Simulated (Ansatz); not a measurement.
Relaxation of AlCl₂H₆NO (11 atoms, charge 0, multiplicity 1), to a largest force component of 0.03 eV/Å in at most 50 steps.

Theory: RKS PBE/6-31G* (Ansatz 0.2.0).

```xyz
11
Properties=species:S:1:pos:R:3
Al -1.050 -1.060 -1.507
H 0.051 0.011 -1.635
Cl -0.504 -3.105 -1.444
Cl -3.082 -0.551 -1.719
H 0.217 0.081 1.327
O -0.457 -0.593 1.553
H 0.919 1.215 -0.409
N 1.305 1.849 0.296
H 0.065 -1.391 1.773
H 1.991 1.353 0.871
H 0.545 2.190 0.892
```

Q: Where does it end, and by what steps?

A: The run converged. After 14 steps the energy has fallen by 1.739 eV; O6 moved furthest, 0.77 Å. Joined: Al1–O6 (3.15 → 1.92 Å).

```tsv
step	energy less start (eV)	largest force component (eV/Å)	accepted
0	0.0000	0.584	yes
1	-0.1558	0.906	yes
2	-0.3918	1.293	yes
3	-0.7458	1.007	yes
4	-0.7623	2.399	yes
5	-0.9332	0.998	yes
6	-0.9360	1.104	yes
7	-1.1642	1.007	yes
8	-1.5478	1.044	yes
9	-1.6434	0.776	yes
10	-1.7049	0.632	yes
11	-1.6996	0.545	no
12	-1.7363	0.099	yes
13	-1.7380	0.084	yes
14	-1.7387	0.023	yes
```

```xyz
11
Properties=species:S:1:pos:R:3
Al -0.969 -0.996 -1.023
H -0.076 0.077 -1.822
Cl -0.221 -3.027 -1.035
Cl -3.087 -0.803 -1.286
H 0.162 0.236 0.847
O -0.602 -0.533 0.802
H 1.189 1.427 -0.394
N 1.115 1.378 0.631
H -0.311 -1.318 1.312
H 2.063 1.283 1.011
H 0.738 2.276 0.956
```

Whether the end is a true minimum wasn't checked by a vibrational analysis.

The run took 21 s on 2 threads of Intel(R) Xeon(R) 6975P-C (Granite Rapids), on a shared host, peak memory 0.17 GiB.
